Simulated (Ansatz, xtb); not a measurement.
# A geometry optimisation of AlBCl2GeH4 with r2SCAN-D4/def2-SVP

The starting geometry of this gas-phase singlet was built from a drawn formula by distance geometry and a force field; its bonds are those of `Cl[B](Cl)[AlH][GeH3]`.

```yaml
atoms:
  - { symbol: Al, position_ang: [-0.2107, 1.4568, 1.3038] }
  - { symbol: B, position_ang: [0.9993, 3.0782, 0.8453] }
  - { symbol: Cl, position_ang: [0.6744, 4.7119, 1.6273] }
  - { symbol: Cl, position_ang: [2.3587, 2.8778, -0.3628] }
  - { symbol: Ge, position_ang: [0.2298, -0.7092, 0.2502] }
  - { symbol: H, position_ang: [-1.3784, 1.6280, 2.3962] }
  - { symbol: H, position_ang: [-0.7916, -1.7442, 0.7641] }
  - { symbol: H, position_ang: [0.0954, -0.5148, -1.2828] }
  - { symbol: H, position_ang: [1.6573, -1.1647, 0.6142] }
```

Q: Where would you expect an optimisation with r2SCAN-D4/def2-SVP to take it?

A: It keeps its bonds, and is `Cl[B](Cl)[AlH][GeH3]`.

The energy falls by 0.28 eV over 22 steps:

```tsv
step	E − E(last) (eV)
1	0.281
3	0.085
6	0.062
8	0.053
10	0.033
13	0.016
15	0.004
17	0.001
20	0.000
22	0.000
```

Final geometry (Å):

```xyz
9

Al   -0.4167    1.5549    1.0371
B     0.9743    3.1432    0.8083
Cl    2.0373    3.6335    2.1329
Cl    1.1539    3.9989   -0.7279
Ge    0.3064   -0.7383    0.4604
H    -1.8995    1.8345    1.5507
H    -0.6241   -1.8497    0.9802
H     0.3812   -0.9080   -1.0717
H     1.7217   -1.0493    0.9856
```

From the same start GFN2-xTB ends elsewhere, differing in Al1–Cl4 (2.65 against 3.40 Å here).

No frequencies were run, so the end isn't proven a minimum. Run with Ansatz 0.2.0, 59 s on 2 threads of Intel(R) Xeon(R) 6975P-C (Granite Rapids) (shared host).
